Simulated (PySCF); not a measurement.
## Peak assignment

Atoms are numbered as in `[CH3:1]/[CH:2]=[C:3](\[Cl:4])[CH2:5][SiH2:6][C:7]([F:8])([F:9])[F:10]`; H(Xn) means a hydrogen on atom n.

All values are calculated (PySCF 2.14): PBE0/pcSseg-1 with gauge-including orbitals, GFN2-xTB geometry. Non-relativistic Hamiltonian, no solvent, averaged over atoms made equivalent by symmetry, fast rotation or ring inversion, one conformer.

References, each an isolated molecule treated in the same way: TMS for 13C and 1H.

(1) Assign these signals to the numbered atoms. 13C{1H} NMR (computed): δ 141.2, 138.7, 128.9, 27.5, 18.0.

(2) Assign these signals to the numbered atoms. 1H NMR (300 MHz, computed): δ 5.90 (q, 1H), 4.57 (m, 2H), 2.52 (t, 2H), 1.98 (d, 3H).

Answers

(1) 
| δ (ppm) | atoms | environment | reason |
| --- | --- | --- | --- |
| 141.2 | C3 | fully substituted alkene carbon | as expected for a trigonal carbon in a double bond |
| 138.7 | C7 | CF3 carbon | 3 electronegative neighbours deshield it |
| 128.9 | C2 | alkene CH | the olefinic region |
| 27.5 | C5 | allylic sp3 CH2 bonded to Si | – |
| 18.0 | C1 | allylic methyl carbon | a saturated carbon with 1 carbon neighbour and no heteroatom attached |

(2) 
| δ (ppm) | atoms | environment | reason |
| --- | --- | --- | --- |
| 5.90 | H(C2) | hydrogen on an alkene CH | a vinylic proton, deshielded by the sp2 carbon and the C=C anisotropy |
| 4.57 | H(Si6) | hydrogen on a silicon bonded to 2 C | – |
| 2.52 | H(C5) | hydrogen on an allylic sp3 CH2 bonded to Si | allylic position |
| 1.98 | H(C1) | hydrogen on an allylic methyl carbon | allylic position |

Carbons that carry Cl, above all several Cl atoms, come out too deshielded, partly because spin–orbit coupling is missing. Splittings by 19F in the carbon and heteronuclear signals aren't shown, as no couplings were computed. Shifts are as computed. Against solution values, carbons near 30 ppm lie about +3 ppm off and those near 130 ppm about +5 ppm; carbons on Cl a further +6 ppm. Of 1309 compounds with measured shifts, 239 miss one by over three times the rms of a fit or turn the order of signals round; such compounds aren't used in these exercises. No couplings were computed; multiplicities are counted from neighbouring protons, with m where these are inequivalent, close in shift, in a saturated or five-membered ring or joined by F or P, and br s for small geminal =CH2 splittings.
